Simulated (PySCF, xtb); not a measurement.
dibromo(dichloro)methane (CBr2Cl2), SMILES ClC(Cl)(Br)Br.

GFN2-xTB (xtb) at its own geometry gives an orbital gap of 3.67 eV and a dipole moment of 2.73 D.

The structure is a stationary point at ωB97X-D3(BJ)/def2-SVP.

**Question.** What does B3LYP/def2-TZVP (PySCF) give? (An estimate is asked for; the answer gives what the named calculation found.)

**Answer.** gap 5.76 eV (levels -8.08 and -2.32 eV), dipole 0.07 D.
